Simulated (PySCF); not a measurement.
# In (indium, neutral): PBE calculation

Configuration: [Kr] 4d10 5s2 6s1, 2S determinant (an excited configuration). Computed with PySCF 2.14 in aug-cc-pwCVTZ-PP with ECP28MDF (8s7p6d4f1g, 96 functions), with a scalar-relativistic core potential.

| Item | Value |
| --- | --- |
| Total energy | -190.0198 hartree |
| One-electron energy | -332.2116 hartree |
| Hartree (Coulomb) energy | 158.7525 hartree |
| Exchange-correlation energy | -16.5606 hartree |
| ⟨S²⟩ | 0.7500 |
| ⟨L²⟩ | 0.000 |
| Sum of ⟨r⟩ | 31.71 bohr |
| Sum of ⟨r²⟩ | 99.31 bohr² |

```tsv
shell	electrons	mean orbital energy (hartree)	rms radius, mean of both spins (bohr)
4s α	1	-4.59412	0.907
4s β	1	-4.59390	0.907
4p α	3	-3.03521	0.992
4p β	3	-3.03496	0.992
4d α	5	-0.80000	1.29
4d β	5	-0.79937	1.29
5s α	1	-0.40543	2.67
5s β	1	-0.40334	2.67
6s α	1	-0.06447	7.80
```

Energies and moments cover only the electrons outside the core potential. The outer electron is Rydberg-like, and this basis confines it to a smaller radius and binds it less than a complete one would.
